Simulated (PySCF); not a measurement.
# Fe⁺ (iron, charge +1): wB97M-V calculation

Configuration: [Ar] 3d6 4s1, high-spin 6D determinant. Calculation: PySCF 2.14, in aug-cc-pwCVTZ (10s9p7d4f3g, 127 functions); no relativity, point nucleus.

| Property | Result |
| --- | --- |
| Total energy | -1263.325 hartree |
| One-electron energy | -1736.286 hartree |
| Hartree (Coulomb) energy | 528.309 hartree |
| Exchange-correlation energy | -55.348 hartree |
| Kinetic energy | 1262.05792 hartree |
| ⟨S²⟩ | 8.7520 |
| ⟨L²⟩ | 6.009 |
| Sum of ⟨r⟩ | 18.16 bohr |
| Sum of ⟨r²⟩ | 25.28 bohr² |
| Traceless quadrupole moment −½Σ⟨3z² − r²⟩ along its main axis | 0.354 e·bohr² |
| Density at the nucleus (Gaussians lack the cusp) | 11800 bohr⁻³ |
| Spin density at the nucleus | 5.39 bohr⁻³ |
| Langevin diamagnetic susceptibility | -20.0 ×10⁻⁶ cm³/mol |
| Time after the integrals | of the order of 13 core-seconds |

| shell | electrons | mean orbital energy (hartree) | spread (hartree) | rms radius, mean of both spins (bohr) |
| --- | --- | --- | --- | --- |
| 1s α | 1 | -256.94256 | 0 | 0.0684 |
| 1s β | 1 | -256.94049 | 0 | 0.0684 |
| 2s α | 1 | -30.67549 | 0 | 0.292 |
| 2s β | 1 | -30.58150 | 0 | 0.292 |
| 2p α | 3 | -26.43545 | 0.03220 | 0.262 |
| 2p β | 3 | -26.36239 | 0.01283 | 0.262 |
| 3s α | 1 | -4.07062 | 0 | 0.880 |
| 3s β | 1 | -3.87837 | 0 | 0.880 |
| 3p α | 3 | -2.82360 | 0.06209 | 0.939 |
| 3p β | 3 | -2.61330 | 0.00474 | 0.939 |
| 3d α | 5 | -0.82648 | 0.06594 | 1.25 |
| 3d β | 1 | -0.68395 | 0 | 1.25 |
| 4s α | 1 | -0.56861 | 0 | 2.92 |
